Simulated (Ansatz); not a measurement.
Isolated molecules relaxed with PBE0-D4/def2-TZVP in Ansatz; ΔE leaves out vibrations. CCSD(T)/CBS is the MP2 limit (def2-TZVPP, def2-QZVPP) plus CCSD(T) − MP2 in def2-TZVPP, frozen cores. This one scheme is used for every species, atoms too. For atomizations the MP2-based limit and the directly extrapolated one differ by several kJ/mol either way, and by 10 to 25 for some Ge, Se and Sn compounds, so smaller differences from it don't rank the levels. Open shells (•) are unrestricted, without spin–orbit coupling. Spin–orbit coupling would lower the free atoms: a little for C, O, Si. Each species was taken in one conformer, which may not be the lowest.

`OC[SiH2]P` → C• + 7 H• + O• + P• + Si•  (atomization)

| species | CCSD(T)/CBS(def2) energy (Eh) |
| --- | --- |
| `OC[SiH2]P` | -747.43832 |
| C• | -37.79194 |
| H• | -0.50000 |
| O• | -75.00631 |
| P• | -340.83658 |
| Si• | -288.94402 |

Question: Work out ΔE.

Answer: ΔE = 7 × (-0.50000) + (-37.79194) + (-75.00631) + (-340.83658) + (-288.94402) − (-747.43832) = 1.35947 Eh = +3569.3 kJ/mol.

Largest T1 diagnostic among the species: 0.013.

In def2-TZVPP, CCSD(T) changes the Hartree–Fock value by +927.0 kJ/mol (the triples alone add +47.7 kJ/mol) and MP2 by +931.6 kJ/mol; breaking electron pairs costs correlation energy, which Hartree–Fock lacks. Leaving LDA and LC-ωPBE aside and taking each functional with its dispersion term where it has one, the values, not all of them listed here, spread over 124.2 kJ/mol, from BHLYP-D4 to PBE-D4. LDA lies +486.1 kJ/mol from PBE without D4, its usual overbinding.
